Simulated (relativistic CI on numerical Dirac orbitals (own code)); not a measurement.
Hyperfine structure of Tm⁴¹⁺, mass number 169

Computed by Dirac-Coulomb-Breit CI, separate exchange-only KLI orbitals for each configuration, QED by a radiative potential, unscaled Slater integrals (own radial code, finite nucleus).

Configurations in the expansion (outside the closed core [Ne]): 3s²3p⁶3d¹⁰, 3s²3p⁶3d⁹4s, 3s²3p⁶3d⁹4p, 3s²3p⁶3d⁹4d, 3s²3p⁵3d¹⁰4s, 3s²3p⁶3d⁹4f, 3s²3p⁵3d¹⁰4p, 3s²3p⁶3d⁸4s², 3s²3p⁵3d¹⁰4d, 3s²3p⁶3d⁸4s4p, 3s3p⁶3d¹⁰4s, 3s²3p⁶3d⁹5s, 3s²3p⁶3d⁸4p², 3s²3p⁶3d⁸4s4d, 3s²3p⁵3d¹⁰4f, 3s²3p⁶3d⁹5p. Levels of other configurations are missing.

Nuclear spin I = 1/2, μ = -0.231 μN (tables of Stone and Pyykkö). The electronic factors are computed for point nuclear moments, without core polarisation or the Bohr-Weisskopf and QED corrections.

```csv
Level,E (eV),A (GHz)
3s²3p⁶3d⁹4s ³D3,1284.42,-106.1
3s²3p⁶3d⁹4s ¹D2,1286.10,78.92
3s²3p⁶3d⁹4s ³D1,1331.59,100.3
3s²3p⁶3d⁹4s ³D2,1332.71,-167.4
3s²3p⁶3d⁹4p ³P°2,1369.25,14.35
3s²3p⁶3d⁹4p ³F°2,1416.49,-69.95
3s²3p⁶3d⁹4p ³F°4,1440.25,-16.69
3s²3p⁶3d⁹4p ¹D°2,1442.14,-14.96
```

Levels with J = 0, under 50 % of one LS term, or S terms without an open s electron are left out. Small factors come from cancelling terms and can be off by tens of per cent or more.

At this charge energies of transitions that change n are usually good to better than 1 %, and those within a shell (Δn = 0) to a few per cent.

Task: Give the hyperfine levels of 3s²3p⁶3d⁹4s ³D3 relative to its centre of gravity.

Result: With K = F(F + 1) − I(I + 1) − J(J + 1), E = AK/2: F = 5/2: 212.2, F = 7/2: -159.2 GHz.

LS names give the leading component of a level, which can be under half, so a name can repeat, a term be missing and a line seem to break the LS rules.
